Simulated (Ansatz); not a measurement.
Cartesian coordinates in Å:
```
F -2.122 0.403 -0.558
Si -0.716 -0.026 0.055
Ge 1.013 1.252 -0.928
C -0.576 -1.586 0.940
O -0.677 -0.292 1.678
H 2.354 0.716 -0.413
H 0.853 2.726 -0.535
H 0.954 1.122 -2.455
H -1.450 -2.216 1.098
H 0.367 -2.098 1.119
```

The species carries charge 0 and has multiplicity 1.

(1) List the PBE/def2-TZVPP orbital energies in eV (the Gaussian-basis code of Ansatz). (Best estimate.)

Results:

(1) Computed: Occupied: -10804.82, -1780.93, -1338.21, -1191.63, -1191.62, -1191.62, -660.23, -510.45, -270.12, -162.77, -138.54, -114.23, -114.19, -114.19, -95.31, -95.29, -95.24, -30.04, -30.03, -30.03, -29.97, -29.97, -29.92, -25.43, -16.08, -14.55, -13.09, -11.46, -11.35, -10.80, -10.51, -10.18, -8.84, -8.80, -7.96, -6.93, -6.42. Lowest empty: -1.38, -0.85, -0.57, 0.08, 0.98, 1.16, 1.28, 1.49.
